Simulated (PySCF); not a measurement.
**Ce(SH)3 at several levels of theory**

Computed with PySCF 2.14.0 (density fitting, no spin-orbit coupling) at the geometry relaxed with r2SCAN:

```xyz
7
Ce(SH)3 (singlet in the valence; each metal's 4f electrons, 1 of them, lie in its core potential, out of spins and levels)
Ce    0.0000    0.0000    0.5643
S     2.6336   -0.3973    0.9943
H     2.9132    0.9195    1.1527
S    -0.9727    2.4794    0.9943
H    -2.2529    2.0632    1.1527
S    -1.6609   -2.0821    0.9943
H    -0.6603   -2.9827    1.1527
```

```json
{"level": "r2SCAN", "basis": "Ce lcecp-1-SVP with ECP47, S def2-SVP, H def2-SVP", "state": "singlet", "HOMO (eV)": "-6.39", "gap (eV)": "3.64", "charge on Ce1 (e)": "0.88", "population of f-type functions on Ce1 (polarisation alone where 4f lies in the core)": "0.04", "dipole about the centre of mass (D)": "2.37", "largest force component (eV/Å)": "0.01"}
{"level": "wB97X", "basis": "the same", "state": "singlet", "HOMO (eV)": "-9.56", "gap (eV)": "8.82", "charge on Ce1 (e)": "0.94", "population of f-type functions on Ce1 (polarisation alone where 4f lies in the core)": "0.04", "dipole about the centre of mass (D)": "2.62", "largest force component (eV/Å)": "0.15"}
{"level": "r2SCAN", "basis": "Ce lcecp-1-TZVP with ECP47, S def2-TZVP, H def2-TZVP", "state": "singlet", "HOMO (eV)": "-6.44", "gap (eV)": "3.72", "charge on Ce1 (e)": "1.29", "population of f-type functions on Ce1 (polarisation alone where 4f lies in the core)": "0.05", "dipole about the centre of mass (D)": "2.46", "largest force component (eV/Å)": "0.21"}
```

In the lcecp rows the 4f levels are missing from HOMO and gap, and the state counts the valence alone.

Charges are Mulliken's, which hang on the basis. The relaxation used the grid (50, 194), these runs (75, 302) or, all-electron (x2c bases, spin-free X2C Hamiltonian), (99, 590).

Q: A further run in the first row's basis gives HOMO (eV) -6.65, gap (eV) 4.02, charge on Ce1 (e) 0.92, population of f-type functions on Ce1 (polarisation alone where 4f lies in the core) 0.04, dipole about the centre of mass (D) 2.38, largest force component (eV/Å) 0.06. Which level was it?
A. CAM-B3LYP
B. TPSSh
C. B3LYP

A: B. The others give HOMO -6.95 eV (B3LYP); -8.47 eV (CAM-B3LYP).

In the first row's basis the gap widens with exact exchange: 3.6 eV for r2SCAN (none); 4.0 to 4.3 eV for TPSSh, B3LYP (a fixed share); 6.8 to 8.8 eV for CAM-B3LYP, wB97X (rising or full at long range).

No frequency check is given that shows the relaxed geometry to be a minimum. An lcecp potential fixes the number of 4f electrons, so in runs with it no electron can move into or out of that shell.
